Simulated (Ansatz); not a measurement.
The cluster Mg3N2⁻ (the lowest doublet isomer of a short search). The state is a doublet with charge -1. Geometry B3LYP-D4/def2-SVPD, basis def2-TZVPD, Ansatz.

```xyz
5

Mg    1.881    1.364   -1.460
Mg   -2.864    0.616    0.885
Mg    1.612   -2.150    0.397
N    -0.362   -0.431    0.364
N    -0.268    0.601   -0.186
```

```csv
run,HOMO (eV),LUMO (eV)
A,0.38,1.32
B,0.49,1.34
C,0.13,1.48
D,-2.38,3.12
E,0.63,1.06
F,0.65,1.24
```

LC-ωPBE has ω = 0.4 bohr⁻¹. HSE06 is defined as in plane-wave codes, on full-range PBE exchange. The order of the spin states hangs on the level: the quartet lies 0.44 eV below the doublet at r2SCAN-D4/def2-TZVPD, but 0.14 eV above it at B97M-V/def2-TZVPD. The structure comes from a short search, and lower isomers may exist.

HOMO and LUMO are taken over both spins.

Task: The runs used B97M-V, HSE06, LC-ωPBE, LDA (SPW92), PBE, r2SCAN. Estimate which is which.

Result: A r2SCAN (0 % exact exchange); B B97M-V (0 % exact exchange); C HSE06 (range-separated); D LC-ωPBE (range-separated); E LDA (SPW92) (0 % exact exchange); F PBE (0 % exact exchange). Exact exchange lowers occupied and raises empty levels; among semilocal functionals meta-GGAs tend to open the gap a little, and such runs are hard to tell apart. The gap grows from 0.43 eV (LDA (SPW92)) to 5.51 eV (LC-ωPBE). At r2SCAN-D4/def2-TZVPD, B97M-V/def2-TZVPD, HSE06-D4/def2-TZVPD, LDA (SPW92)/def2-TZVPD and others the highest occupied level of the charge -1 doublet lies above zero (up to 0.65 eV). By energy differences its removal costs 1.33 eV (vertical, to the charge 0 singlet, at PBE-D4/def2-TZVPD); a positive level beside a positive removal energy at the same level points to self-interaction error.
